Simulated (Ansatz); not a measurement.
C4H9NO, singlet, geometry from GFN2-xTB; PBE0/STO-3G (Ansatz, a program for electronic structure).

The Ansatz input:
Ansatz 0.2 input:
```yaml
crystal:
  periodic: [false, false, false]
  atoms:
    - {symbol: C, position_ang: [-1.67732196, -0.50074772, -0.65125544]}
    - {symbol: N, position_ang: [-0.57422778, -0.00792134, 0.14175086]}
    - {symbol: C, position_ang: [-0.86869143, 0.33280828, 1.51208061]}
    - {symbol: C, position_ang: [0.67424499, -0.00386145, -0.38905005]}
    - {symbol: C, position_ang: [1.78455202, 0.44966916, 0.53412904]}
    - {symbol: O, position_ang: [0.88585823, -0.33651426, -1.53961564]}
    - {symbol: H, position_ang: [-2.44944444, 0.26546260, -0.74932265]}
    - {symbol: H, position_ang: [-1.29193779, -0.75297076, -1.63723256]}
    - {symbol: H, position_ang: [-2.11223673, -1.39244003, -0.19336541]}
    - {symbol: H, position_ang: [-0.34513720, 1.23939610, 1.81400081]}
    - {symbol: H, position_ang: [-0.59346284, -0.47578459, 2.19769932]}
    - {symbol: H, position_ang: [-1.93881019, 0.51078421, 1.60496050]}
    - {symbol: H, position_ang: [2.72960926, 0.32720761, 0.01256754]}
    - {symbol: H, position_ang: [1.66052237, 1.49927813, 0.79283406]}
    - {symbol: H, position_ang: [1.79692460, -0.14057928, 1.44710246]}
basis:
  gaussian:
    orbitals: STO-3G
hamiltonian:
  xc: pbe0
```

What the program printed (banner, timings and long lists left out):

```
Functional definition: PBE0
556 factors; integrals over basis functions are off by at most 3.0e-5 eV
mean field evaluation 1: about -7721.1224 eV, gradient 3.1e1 eV
mean field evaluation 2: about -7710.7805 eV, gradient 7.4e1 eV
mean field evaluation 4: about -7724.0296 eV, gradient 2.6e0 eV
mean field evaluation 8: about -7724.0177 eV, gradient 1.2e-1 eV
mean field -7724.01772912 eV, -283.8524160178 hartree, gradient 1.7e-5 eV, S^2 0.000000; 0 other end points of the search recorded, 0 dependent functions left out
reference -7724.01774855 eV, -283.8524167319 hartree; 24, 24 occupied and 15, 15 virtual orbitals, 556 factors
Total energy: -7724.01774855 eV, -283.8524167319 hartree
```
